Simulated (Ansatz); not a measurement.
A first, cheap relaxation of C2H3NTe, SMILES `NC1=C[Te]1`.

```yaml
crystal:
  periodic: [false, false, false]
  atoms:
    - {symbol: N, position_ang: [-0.533300, 1.108000, 0.239700]}
    - {symbol: C, position_ang: [-0.115100, -0.127200, -0.185100]}
    - {symbol: C, position_ang: [0.812800, -1.167100, 0.019400]}
    - {symbol: Te, position_ang: [-0.311600, -1.627700, -1.482100]}
    - {symbol: H, position_ang: [-1.391000, 1.584900, -0.277300]}
    - {symbol: H, position_ang: [-0.116000, 1.666900, 1.016300]}
    - {symbol: H, position_ang: [1.715400, -1.505800, 0.623300]}
basis:
  gaussian: {orbitals: def2-SVP}
hamiltonian: {xc: pbe, dispersion: d4}
relax: {f_tol: 0.03, max_steps: 200}
```

```sh
$ ansatz run in.yaml --threads 2 --pin off --events-out ev --progress --plain --max-ram 4352MiB
```

Output, abridged:

```
Functional definition: PBE
mean field -10894.92399294 eV, -400.3810718960 hartree, gradient 5.1e-5 eV, S^2 0.000000; 0 other end points of the search recorded, 0 dependent functions left out
relax step   1: F+E_penalty+E_count = -10895.08693941 eV  Δ(F+E_penalty+E_count) = +0.000e0 eV  max|allowed force component| = 6.331e0 eV/Å  Δτ_max = 0.0000 Å  (28 SCF iters, accepted)
mean field -10896.19423987 eV, -400.4277526095 hartree, gradient 2.2e-5 eV, S^2 0.000000; 0 other end points of the search recorded, 0 dependent functions left out
relax step   2: F+E_penalty+E_count = -10896.35602887 eV  Δ(F+E_penalty+E_count) = -1.269e0 eV  max|allowed force component| = 1.357e0 eV/Å  Δτ_max = 0.1607 Å  (37 SCF iters, accepted)
mean field -10896.30486688 eV, -400.4318180771 hartree, gradient 2.4e-5 eV, S^2 0.000000; 0 other end points of the search recorded, 0 dependent functions left out
relax step   3: F+E_penalty+E_count = -10896.46667006 eV  Δ(F+E_penalty+E_count) = -1.106e-1 eV  max|allowed force component| = 2.915e-1 eV/Å  Δτ_max = 0.0467 Å  (31 SCF iters, accepted)
mean field -10896.32161748 eV, -400.4324336501 hartree, gradient 1.7e-5 eV, S^2 0.000000; 0 other end points of the search recorded, 0 dependent functions left out
relax step   4: F+E_penalty+E_count = -10896.48342568 eV  Δ(F+E_penalty+E_count) = -1.676e-2 eV  max|allowed force component| = 1.257e-1 eV/Å  Δτ_max = 0.0360 Å  (30 SCF iters, accepted)
mean field -10896.32766971 eV, -400.4326560656 hartree, gradient 1.7e-5 eV, S^2 0.000000; 0 other end points of the search recorded, 0 dependent functions left out
relax step   5: F+E_penalty+E_count = -10896.48976601 eV  Δ(F+E_penalty+E_count) = -6.340e-3 eV  max|allowed force component| = 1.224e-1 eV/Å  Δτ_max = 0.0545 Å  (30 SCF iters, accepted)
mean field -10896.32964045 eV, -400.4327284889 hartree, gradient 1.6e-5 eV, S^2 0.000000; 0 other end points of the search recorded, 0 dependent functions left out
relax step   6: F+E_penalty+E_count = -10896.49189371 eV  Δ(F+E_penalty+E_count) = -2.128e-3 eV  max|allowed force component| = 5.009e-2 eV/Å  Δτ_max = 0.0226 Å  (31 SCF iters, accepted)
mean field -10896.33097450 eV, -400.4327775145 hartree, gradient 1.6e-5 eV, S^2 0.000000; 0 other end points of the search recorded, 0 dependent functions left out
relax step   7: F+E_penalty+E_count = -10896.49330828 eV  Δ(F+E_penalty+E_count) = -1.415e-3 eV  max|allowed force component| = 2.247e-1 eV/Å  Δτ_max = 0.0299 Å  (30 SCF iters, accepted)
mean field -10896.33402360 eV, -400.4328895668 hartree, gradient 1.6e-5 eV, S^2 0.000000; 0 other end points of the search recorded, 0 dependent functions left out
relax step   8: F+E_penalty+E_count = -10896.49632007 eV  Δ(F+E_penalty+E_count) = -3.012e-3 eV  max|allowed force component| = 9.483e-2 eV/Å  Δτ_max = 0.0231 Å  (30 SCF iters, accepted)
mean field -10896.33543639 eV, -400.4329414859 hartree, gradient 1.8e-5 eV, S^2 0.000000; 0 other end points of the search recorded, 0 dependent functions left out
relax step   9: F+E_penalty+E_count = -10896.49782154 eV  Δ(F+E_penalty+E_count) = -1.501e-3 eV  max|allowed force component| = 1.433e-1 eV/Å  Δτ_max = 0.0354 Å  (29 SCF iters, accepted)
mean field -10896.34014632 eV, -400.4331145727 hartree, gradient 9.5e-6 eV, S^2 0.000000; 0 other end points of the search recorded, 0 dependent functions left out
relax step  10: F+E_penalty+E_count = -10896.50245582 eV  Δ(F+E_penalty+E_count) = -4.634e-3 eV  max|allowed force component| = 3.873e-1 eV/Å  Δτ_max = 0.0671 Å  (30 SCF iters, accepted)
mean field -10896.32850634 eV, -400.4326868111 hartree, gradient 1.7e-5 eV, S^2 0.000000; 0 other end points of the search recorded, 0 dependent functions left out
relax step  11: F+E_penalty+E_count = -10896.49098257 eV  Δ(F+E_penalty+E_count) = +1.147e-2 eV  max|allowed force component| = 3.033e-1 eV/Å  Δτ_max = 0.1955 Å  (37 SCF iters, rejected (line search))
mean field -10896.34381179 eV, -400.4332492761 hartree, gradient 1.8e-5 eV, S^2 0.000000; 0 other end points of the search recorded, 0 dependent functions left out
relax step  12: F+E_penalty+E_count = -10896.50595339 eV  Δ(F+E_penalty+E_count) = -3.498e-3 eV  max|allowed force component| = 5.201e-2 eV/Å  Δτ_max = 0.0265 Å  (30 SCF iters, accepted)
mean field -10896.34393213 eV, -400.4332536984 hartree, gradient 1.8e-5 eV, S^2 0.000000; 0 other end points of the search recorded, 0 dependent functions left out
relax step  13: F+E_penalty+E_count = -10896.50610266 eV  Δ(F+E_penalty+E_count) = -1.493e-4 eV  max|allowed force component| = 2.753e-2 eV/Å  Δτ_max = 0.0080 Å  (31 SCF iters, accepted)
mean field -10896.34393213 eV, -400.4332536984 hartree, gradient 2.2e-5 eV, S^2 0.000000; 1 other end points of the search recorded, 0 dependent functions left out
Total energy: -10896.50613318 eV, -400.4392144771 hartree
Atom 0 at    -0.437659     1.177757     0.106068 Å, force    -0.020227     0.014830    -0.012268 eV/Å
Atom 1 at    -0.013855    -0.085384    -0.136622 Å, force     0.009528    -0.017926    -0.002199 eV/Å
Atom 2 at     0.824228    -1.054530     0.115348 Å, force    -0.001889    -0.006720    -0.010016 eV/Å
Atom 3 at    -0.436289    -1.634321    -1.634281 Å, force     0.013714     0.015690     0.027529 eV/Å
Atom 4 at    -1.395302     1.403206    -0.166819 Å, force     0.009741     0.001121     0.005130 eV/Å
Atom 5 at    -0.134949     1.602820     0.988018 Å, force    -0.006121     0.001352     0.000801 eV/Å
Atom 6 at     1.655025    -1.477549     0.682488 Å, force    -0.004746    -0.008347    -0.008977 eV/Å
Dipole moment:    -0.122129     0.485979     0.431680 e Å
```

It took 9.5 s on 2 threads of an Intel Xeon 6975P-C on a shared host, with 0.14 GiB of host memory at the peak.
